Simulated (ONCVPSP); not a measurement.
carbon: ONCV pseudisation with PBE, scalar-relativistic reference atom.

| Item | Value |
| --- | --- |
| Element | carbon |
| Generator | ONCVPSP 4.0.1 |
| Type | optimised norm-conserving Vanderbilt (ONCV) |
| Functional | PBE |
| Relativity | scalar-relativistic |
| Frozen core | [He] |
| Valence charge | 4 |
| Reference configuration | 2s2 2p1.5 (charge +0.5) |
| Partial waves | 2s: rc 0.95 bohr, ncon 3, nbas 7, qcut 6.6 1/bohr, local; 2p: rc 2.05 bohr, ncon 4, nbas 8, qcut 6.4 1/bohr, 1 projector; d scattering state at 0.02 Ha: rc 2.25 bohr, ncon 4, nbas 8, qcut 4.3 1/bohr, 1 projector |
| Local potential | the s channel |
| Core correction | Teter function, fcfact 2.75, rcfact 1.25 |

All-electron outer shells of the reference configuration (PBE, scalar-relativistic, ld1.x):

| shell | level (eV) | outermost node (bohr) | outermost maximum (bohr) |
| --- | --- | --- | --- |
| 1s | -280.20 | – | 0.17 |
| 2s | -19.38 | 0.38 | 1.20 |
| 2p | -10.72 | – | 1.16 |

Question: Does the generator finish with these settings?

Answer: Yes, a potential is produced and its reference levels are reproduced.

Question: Estimate the cutoffs (Ha) at which the residual kinetic energy of the hardest occupied pseudo-wave falls to 1 and 0.1 mHa per electron.

Answer: 20 Ha and 42 Ha.

Question: What does a ghost test show?

Answer: No bound ghost flagged; no localised positive-energy state flagged.

Question: Which valence shell sets the plane-wave cutoff?

Answer: 2s: 20 Ha for 1 mHa per electron, against 14 Ha for 2p.

Question: Tests: 2s2 2p2; 2s2 2p1; 2s2 2p0; 2s1 2p3. Which has the largest error in its energy relative to the reference configuration, and how large is it?

Answer: 2s2 2p0, with +256 meV (all-electron minus pseudo) on +31.05 eV.
